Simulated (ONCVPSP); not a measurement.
## Plane-wave convergence, ONCV potential for boron

boron, optimised norm-conserving Vanderbilt (ONCV), made with ONCVPSP 4.0.1 (PBE, scalar-relativistic). Core [He], reference 2s2 2p1. Waves: 2s: rc 1.45 bohr, ncon 4, nbas 9, qcut 4.7 1/bohr, local; 2p: rc 2.50 bohr, ncon 4, nbas 7, qcut 4.8 1/bohr, 3 projectors, debl 2 Ha. Local part: the s channel. Core correction: Teter function, fcfact 5.75, rcfact 1.35.

For each optimised wave give the share of its norm inside rc, the residual kinetic energy above qcut (Ha) and the cutoffs (Ha) for errors of 10, 1, 0.1 and 0.01 mHa per electron.

```
         wave  norm inside rc  residual KE  10 mHa  1 mHa  0.1 mHa  0.01 mHa
           2s           0.312      5.9e-04     5.8   10.0     42.8     108.3
           2p           0.646      9.3e-06     5.7    8.1      9.8      12.0
p projector 2           0.200      6.1e-04     8.5   11.1     25.3      32.7
p projector 3           0.155      1.1e-02    11.6   20.2     37.7      43.2
```

The occupied waves need 10 Ha and 43 Ha for 1 and 0.1 mHa.
